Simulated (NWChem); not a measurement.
A series in which one site is exchanged, each optimised at PBE0/def2-SVP with NWChem, gas phase unless a solvent is named. Low-valent species are run as closed-shell singlets; no triplet was tried in these runs. Some are not confirmed as minima by frequencies. def2 effective core potentials on Sn, Pb; no spin-orbit coupling.

A: [SnH][NH2] (SnNH₃; site = Sn)
B: [NH2][PbH] (PbNH₃; site = Pb)
C: [NH2][GeH] (GeNH$_{3}$; site = Ge)
D: [SiH]N (SiNH$_{3}$; site = Si)

| quantity | A | B | C | D |
|---|---|---|---|---|
| dipole (D), PBE0/def2-SVP | ___ | 1.08 | 1.87 | 2.33 |
| vertical ionisation energy, ΔSCF, B3LYP/def2-SVP (eV) | ___ | 8.89 | 8.99 | 8.76 |
| static polarisability, B3LYP/def2-SVPD (bohr³) | ___ | 58.8 | 45.0 | 42.4 |
| lowest singlet excitation, B3LYP/def2-SVPD, TDA (eV) | 3.41 | 3.41 | 3.72 | 3.74 |

**Question.** What belongs in the gaps?

**Answer.** 
- dipole (D), PBE0/def2-SVP, A: 1.18
- vertical ionisation energy, ΔSCF, B3LYP/def2-SVP (eV), A: 8.77
- static polarisability, B3LYP/def2-SVPD (bohr³), A: 56.2
